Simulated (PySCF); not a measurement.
**Ionisation energy of As²⁺ by level of theory**

As²⁺ [Ar] 3d10 4s2 4p1 (2P) → As³⁺ [Ar] 3d10 4s2 (1S), as a difference of total energies. Calculation: PySCF 2.14, in x2c-TZVPPall with one added diffuse shell each of s, p, d type (7s6p5d1f, 57 functions); the spin-free X2C one-electron Hamiltonian (Gaussian nucleus). Correlated levels: valence and next inner shell: [Ne] frozen. The calculations carry no spin-orbit coupling.

| method | ionisation energy (eV) | plus first-order spin-orbit estimate | error of that sum (eV) |
| --- | --- | --- | --- |
| UHF | 27.402 | 27.625 | -0.724 |
| MP2 (valence and next inner shell) | 27.817 | 28.041 | -0.308 |
| SCS-MP2 (valence and next inner shell) | 27.761 | 27.985 | -0.364 |
| CCSD (valence and next inner shell) | 27.855 | 28.078 | -0.271 |
| CCSD(T) (valence and next inner shell) | 27.880 | 28.103 | -0.246 |

Reference: 28.349 ± 0.012 eV (measured; NIST Atomic Spectra Database, ionization energies).

A first-order spin-orbit estimate (lowest level to lowest level, LS coupling) adds 0.224 eV.

Errors of the correlated levels include the incompleteness of this basis and the frozen core.
